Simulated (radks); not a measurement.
Q: These are the eigenvalues of the occupied orbitals of an atom or ion with whole-number occupations (eV). Calculated with a radial shooting solver on a logarithmic mesh with Libxc functionals: Dirac Kohn-Sham, OLYP, spin-unpolarised, spherical densities, finite nucleus; Fermi nuclear charge, rms radius of each element as measured or else 0.836 A^(1/3) + 0.57 fm.

| orbital | eigenvalue |
|---|---|
| 1s1/2 | -73736.64 |
| 2s1/2 | -12846.46 |
| 2p1/2 | -12303.42 |
| 2p3/2 | -10772.64 |
| 3s1/2 | -2996.225 |
| 3p1/2 | -2752.671 |
| 3p3/2 | -2418.703 |
| 3d3/2 | -2010.090 |
| 3d5/2 | -1937.641 |
| 4s1/2 | -638.3676 |
| 4p1/2 | -536.0345 |
| 4p3/2 | -457.4726 |
| 4d3/2 | -289.3558 |
| 4d5/2 | -274.7789 |
| 5s1/2 | -99.1442 |
| 5p1/2 | -67.5797 |
| 4f5/2 | -61.6737 |
| 4f7/2 | -58.8502 |
| 5p3/2 | -55.3288 |
| 5d3/2 | -14.5180 |
| 5d5/2 | -13.4127 |
| 6s1/2 | -12.6915 |

Which element is it, and in what charge state? The configuration may be excited. Open shells, if any, fill j = l - 1/2 first.

A: Z = 76, osmium, charge +1: Os+ in [Xe] 4f14 5d6 6s1. The list shows which subshells hold electrons but not how many an open one holds; the 1s level, -2709.8 hartree, gives Z - s = 73.6 by -(Z - s)^2/2, which with screening and relativity narrows Z to a few neighbours, and the depths of the outer levels then fix element, charge and occupations together.
